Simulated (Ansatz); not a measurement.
CH$_{9}$GaSeSi$_{2}$Te (`C[SiH2][Se][SiH]([GaH2])[TeH]`). The species carries charge 0 and has multiplicity 1. Correlated methods include outer-core shells of Ga, Se, Te, which these sets cover unevenly. Scalar relativity is left out up to krypton. Te takes the def2 core potential.

```xyz
15

C    -1.828   -0.944    0.385
Si   -0.928   -1.271   -1.213
Se    1.264   -1.860   -0.882
Si    2.004    0.223   -0.397
Ga    0.852    2.259   -0.010
Te    2.064    0.732    2.177
H    -1.433   -0.054    0.878
H    -2.890   -0.774    0.184
H    -1.734   -1.795    1.062
H    -0.973   -0.086   -2.107
H    -1.504   -2.448   -1.914
H     3.462    0.246   -0.688
H    -0.679    2.227    0.297
H     1.733    3.541   -0.152
H     0.589    0.004    2.380
```

Task: Give the diagnostics of a CCSD(T)/def2-TZVPP run (frozen core, Ansatz). (Best estimate.)

Result: Ansatz gave: T1 = 0.0122, largest single amplitude 0.014, largest double 0.034, (T) share of the correlation energy 3.6 %, 10 CCSD cycles. The RHF solution is stable towards an unrestricted one. T1 lies under the customary mark of 0.02 for closed shells.
